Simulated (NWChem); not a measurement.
System: CH5CdNO; SMILES [O]([Cd][NH2])C

NWChem input:

```
start job
memory heap 200 mb stack 900 mb global 1100 mb
geometry units angstroms noautosym nocenter noautoz
  Cd     0.990209    -0.070143    -0.088889
  O      1.045397     1.868890    -0.413325
  C      0.024370     2.746883    -0.077632
  H     -0.200366     2.784977     1.009817
  H      0.315953     3.774566    -0.368792
  H     -0.937868     2.540041    -0.593194
  N      1.209658    -2.047300     0.114515
  H      0.484629    -2.572066    -0.373929
  H      1.164191    -2.346241     1.088251
end
basis spherical
  * library def2-svpd
end
ecp
  Cd library def2-ecp
end
dft
  xc b3lyp
  iterations 150
end
property
  response 1 0.0773
end
task dft property
```

Structure relaxed at the PBE0/def2-SVP level. Not confirmed as a minimum by frequencies. B3LYP is NWChem's, with the RPA form of VWN correlation. def2 effective core potentials on Cd; no spin-orbit coupling.

Field at 589 nm.

**Question.** What results follow from this input? (B3LYP/def2-SVPD with def2 effective core potentials on Cd.) Quantities: isotropic polarisability (bohr³); anisotropy (bohr³).

**Answer.** The isotropic polarisability (bohr³) is 62.6 and the anisotropy (bohr³) is 43.7.
